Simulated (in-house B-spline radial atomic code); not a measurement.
Bi⁴⁺. Computed with a B-spline radial atomic code. Model: all-electron spherical atom, spin shells full or empty, radial basis limit, no spin-orbit coupling, Breit or QED, empty-state partial waves extrapolated as (l+1/2)^-4, RPA, G0W0 and static COHSEX of the highest shell as one setting changes (uncorrelated shells keep exact exchange).

Empty levels are discrete states of a finite basis, so the steps are uneven.

Without the two-electron picture change, core correlation of heavy ions comes too large.

Given: element Bi; charge 4; filled core Xe; hamiltonian one-electron scalar X2C; mean-field start Hartree-Fock; highest l of empty states 9; nuclear rms radius 5.5211 fm; lowest nl shells left uncorrelated 0; highest mean-field shell 6s up; box radius 11.96 bohr.

Shell: 4f 7 7, 5d 5 5, 6s 1 0 (electrons up and down).

```json
{"highest empty level kept (hartree)": "8.33", "RPA correlation energy (hartree)": "-0.91755", "G0W0 level (eV)": "-56.034", "G0W0 minus most complete (meV)": "394.6", "COHSEX level (eV)": "-57.022", "linearised minus solved G0W0 (meV)": "0.2"}
{"highest empty level kept (hartree)": "16.67", "RPA correlation energy (hartree)": "-1.4667", "G0W0 level (eV)": "-56.198", "G0W0 minus most complete (meV)": "231.3", "COHSEX level (eV)": "-57.349", "linearised minus solved G0W0 (meV)": "0.3"}
{"highest empty level kept (hartree)": "29.17", "RPA correlation energy (hartree)": "-2.1407", "G0W0 level (eV)": "-56.29", "G0W0 minus most complete (meV)": "139", "COHSEX level (eV)": "-57.532", "linearised minus solved G0W0 (meV)": "0.3"}
{"highest empty level kept (hartree)": "50", "RPA correlation energy (hartree)": "-2.7452", "G0W0 level (eV)": "-56.342", "G0W0 minus most complete (meV)": "86.7", "COHSEX level (eV)": "-57.647", "linearised minus solved G0W0 (meV)": "0.3"}
{"highest empty level kept (hartree)": "83.33", "RPA correlation energy (hartree)": "?", "G0W0 level (eV)": "?", "G0W0 minus most complete (meV)": "?", "COHSEX level (eV)": "?", "linearised minus solved G0W0 (meV)": "?"}
{"highest empty level kept (hartree)": "150", "RPA correlation energy (hartree)": "-4.2358", "G0W0 level (eV)": "-56.402", "G0W0 minus most complete (meV)": "26.5", "COHSEX level (eV)": "-57.791", "linearised minus solved G0W0 (meV)": "0.4"}
{"highest empty level kept (hartree)": "250", "RPA correlation energy (hartree)": "-4.7817", "G0W0 level (eV)": "-56.411", "G0W0 minus most complete (meV)": "18.1", "COHSEX level (eV)": "-57.815", "linearised minus solved G0W0 (meV)": "0.4"}
{"highest empty level kept (hartree)": "500", "RPA correlation energy (hartree)": "?", "G0W0 level (eV)": "?", "G0W0 minus most complete (meV)": "?", "COHSEX level (eV)": "?", "linearised minus solved G0W0 (meV)": "?"}
{"highest empty level kept (hartree)": "1000", "RPA correlation energy (hartree)": "-5.9222", "G0W0 level (eV)": "-56.425", "G0W0 minus most complete (meV)": "4.2", "COHSEX level (eV)": "-57.859", "linearised minus solved G0W0 (meV)": "0.4"}
{"highest empty level kept (hartree)": "2083.3", "RPA correlation energy (hartree)": "-6.2686", "G0W0 level (eV)": "-56.427", "G0W0 minus most complete (meV)": "2", "COHSEX level (eV)": "-57.866", "linearised minus solved G0W0 (meV)": "0.4"}
{"highest empty level kept (hartree)": "5000", "RPA correlation energy (hartree)": "-6.5249", "G0W0 level (eV)": "-56.428", "G0W0 minus most complete (meV)": "0.8", "COHSEX level (eV)": "-57.87", "linearised minus solved G0W0 (meV)": "0.4"}
{"highest empty level kept (hartree)": "16667", "RPA correlation energy (hartree)": "-6.6994", "G0W0 level (eV)": "-56.429", "G0W0 minus most complete (meV)": "0", "COHSEX level (eV)": "-57.872", "linearised minus solved G0W0 (meV)": "0.4"}
```

Problem. What follows for highest empty level kept = 83.33?

Solution. RPA correlation energy -3.4244 hartree; G0W0 level -56.378 eV; G0W0 minus most complete 50.6 meV; COHSEX level -57.731 eV; linearised minus solved G0W0 0.4 meV.

Problem. What follows for highest empty level kept = 500?

Solution. RPA correlation energy -5.4293 hartree; G0W0 level -56.42 eV; G0W0 minus most complete 8.7 meV; COHSEX level -57.846 eV; linearised minus solved G0W0 0.4 meV.
